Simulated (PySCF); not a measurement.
Isomers of C8H8FP, mass 154.035 u with the commonest isotopes. Level of theory: PBE0/pcSseg-1 in PySCF (dipole) on a GFN2-xTB geometry, gas phase. One conformer each, none proved a minimum here; rigid rotors.

Question: Order these by out-of-plane moment Σ m c² = (Ia + Ib − Ic)/2, largest first.
A. `[F:1][c:2]1[cH:3][cH:4][cH:5][cH:6][c:7]1[P:8]1[CH2:9][CH2:10]1` with C6–C7–P8–C9 -114°
B. `[CH3:1][c:2]1[cH:3][cH:4][cH:5][c:6](/[P:7]=[CH:8]\[F:9])[cH:10]1` with C5–C6–P7–C8 126°
C. `[CH3:1]/[CH:2]=[P:3]\[c:4]1[cH:5][cH:6][cH:7][c:8]([F:9])[cH:10]1` with C2–P3–C4–C5 -116°
D. `[CH2:1]=[CH:2][PH:3][c:4]1[cH:5][cH:6][cH:7][c:8]([F:9])[cH:10]1` with C1–C2–P3–C4 -121°, C2–P3–C4–C5 -74°
E. `[CH3:1]/[CH:2]=[P:3]\[c:4]1[cH:5][cH:6][c:7]([F:8])[cH:9][cH:10]1` with C2–P3–C4–C5 -69°
F. `[CH3:1][c:2]1[cH:3][cH:4][cH:5][cH:6][c:7]1/[P:8]=[CH:9]/[F:10]` with C6–C7–P8–C9 51°
G. `[F:1][c:2]1[cH:3][cH:4][cH:5][c:6]([CH:7]2[CH2:8][CH2:9]2)[p:10]1` with C5–C6–C7–C8 -145°

Answer: D (68.92 u·Å²), C (67.74 u·Å²), E (60.23 u·Å²), B (48.88 u·Å²), A (41.91 u·Å²), F (25.19 u·Å²), G (19.68 u·Å²).

Question: Order these by rotational constant B, largest first.
A. `[CH3:1]/[CH:2]=[P:3]\[c:4]1[cH:5][cH:6][c:7]([F:8])[cH:9][cH:10]1` with C2–P3–C4–C5 -69°
B. `[CH3:1][c:2]1[cH:3][cH:4][cH:5][cH:6][c:7]1/[P:8]=[CH:9]/[F:10]` with C6–C7–P8–C9 51°
C. `[CH3:1][c:2]1[cH:3][cH:4][cH:5][c:6](/[P:7]=[CH:8]\[F:9])[cH:10]1` with C5–C6–P7–C8 126°
D. `[CH3:1]/[CH:2]=[P:3]\[c:4]1[cH:5][cH:6][cH:7][c:8]([F:9])[cH:10]1` with C2–P3–C4–C5 -116°
E. `[F:1][c:2]1[cH:3][cH:4][cH:5][c:6]([CH:7]2[CH2:8][CH2:9]2)[p:10]1` with C5–C6–C7–C8 -145°
F. `[F:1][c:2]1[cH:3][cH:4][cH:5][cH:6][c:7]1[P:8]1[CH2:9][CH2:10]1` with C6–C7–P8–C9 -114°

Answer: F (928.4 MHz), E (835.9 MHz), C (813.0 MHz), D (763.6 MHz), B (738.0 MHz), A (632.2 MHz).

Question: Order these by radius of gyration √(Σ m r²/M), largest first.
A. `[F:1][c:2]1[cH:3][cH:4][cH:5][cH:6][c:7]1[P:8]1[CH2:9][CH2:10]1` with C6–C7–P8–C9 -114°
B. `[F:1][c:2]1[cH:3][cH:4][cH:5][c:6]([CH:7]2[CH2:8][CH2:9]2)[p:10]1` with C5–C6–C7–C8 -145°
C. `[CH3:1]/[CH:2]=[P:3]\[c:4]1[cH:5][cH:6][cH:7][c:8]([F:9])[cH:10]1` with C2–P3–C4–C5 -116°
D. `[CH3:1][c:2]1[cH:3][cH:4][cH:5][cH:6][c:7]1/[P:8]=[CH:9]/[F:10]` with C6–C7–P8–C9 51°
E. `[CH3:1]/[CH:2]=[P:3]\[c:4]1[cH:5][cH:6][c:7]([F:8])[cH:9][cH:10]1` with C2–P3–C4–C5 -69°
F. `[CH3:1][c:2]1[cH:3][cH:4][cH:5][c:6](/[P:7]=[CH:8]\[F:9])[cH:10]1` with C5–C6–P7–C8 126°

Answer: E (2.456 Å), D (2.408 Å), C (2.359 Å), F (2.334 Å), B (2.285 Å), A (2.193 Å).

```tsv
SMILES	point group	Ia (u·Å²)	Ib (u·Å²)	Ic (u·Å²)	κ	μa (D)	μb (D)	μc (D)
C/C=P\c1ccc(F)cc1	C1	190.30	799.40	869.24	-0.95	0.92	1.23	0.75
Cc1cccc(/P=C\F)c1	C1	266.38	621.64	790.26	-0.72	0.83	0.42	0.07
C=CPc1cccc(F)c1	C1	229.35	783.74	875.26	-0.92	0.64	0.76	0.93
Fc1ccccc1P1CC1	C1	238.11	544.35	698.64	-0.71	0.97	1.36	1.35
Cc1ccccc1/P=C/F	C1	233.40	684.79	867.81	-0.80	2.23	0.44	0.72
Fc1cccc(C2CC2)p1	Cs	219.46	604.56	784.67	-0.77	1.50	2.49	0.01
C/C=P\c1cccc(F)c1	C1	262.83	661.83	789.18	-0.81	0.35	0.12	1.66
```
